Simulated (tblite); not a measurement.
Q: Give a GFN2-xTB geometry of InChI=1S/C4H14O2Si3/c5-1-4-2-8-6-9(4)3-7/h4-5,9H,1-3,8H2,7H3/t4-,9+/m1/s1.

A: 
```
atom  x, y, z in Å
O1    -2.5211    1.3104    1.4494
C2    -1.8154    1.5598    0.2578
C3    -0.9309    0.3937   -0.1892
C4    -1.7707   -0.8692   -0.4526
Si5   -0.6440   -2.3867   -0.2346
O6     0.4966   -1.7148    0.7372
Si7    0.4777   -0.1027    1.0134
C8     2.1546    0.6491    0.5766
Si9    2.7598    0.3314   -1.1977
H10   -1.8883    1.1108    2.1471
H11   -1.1986    2.4662    0.3621
H12   -2.5908    1.7584   -0.4887
H13   -0.4669    0.7028   -1.1326
H14   -2.5711   -0.8993    0.2912
H15   -2.2594   -0.8102   -1.4256
H16   -1.2264   -3.4795    0.5332
H17    0.0392   -2.8063   -1.4558
H18    0.1510    0.0430    2.4414
H19    2.1200    1.7208    0.7658
H20    2.8875    0.2429    1.2717
H21    4.1455    0.8047   -1.3080
H22    2.7074   -1.0918   -1.5307
H23    1.9396    1.0936   -2.1485
```

Orientation and origin are arbitrary. Atoms count from 1 in this order. O1 (alcohol oxygen) is bent (angle 108.7°). The 5-membered ring C3–C4–Si5–O6–Si7 has internal angles of 98.8° to 119.7°; it is puckered, 0.13 Å rms from its mean plane, widest ring torsion 27°. Of the pairs four or more bonds apart, Si7···H10 is among the closest relative to their van der Waals radii: 2.89 Å, 88 % of the sum of Bondi's values. Si7 (oxygen-bound silicon) is distorted tetrahedral (angles from 99.1° to 114.8°).

Bonds between heavy atoms (Å): O1–C2 1.407, C2–C3 1.530, C3–C4 1.539, C4–Si5 1.903, Si5–O6 1.642, O6–Si7 1.636, Si7–C8 1.889, C8–Si9 1.901, C3–Si7 1.918.

Structure optimised with GFN2-xTB, isolated species.

Point group: C1 (no symmetry element, even within 0.4 Å). Its GFN2-xTB frequencies are all real (lowest 25 cm⁻¹). The numbers are those of one conformer (H–O1–C2–C3 58°, O1–C2–C3–C4 61°, O6–Si7–C8–Si9 56°, C2–C3–C4–Si5 -155°, C3–C4–Si5–O6 23°, C4–Si5–O6–Si7 -8°, Si5–O6–Si7–C8 -125°). 3 starts were optimised and ended at 0.00, 0.95 and 1.44 kcal/mol (GFN2-xTB); the lowest of these is shown.

These are computed values.
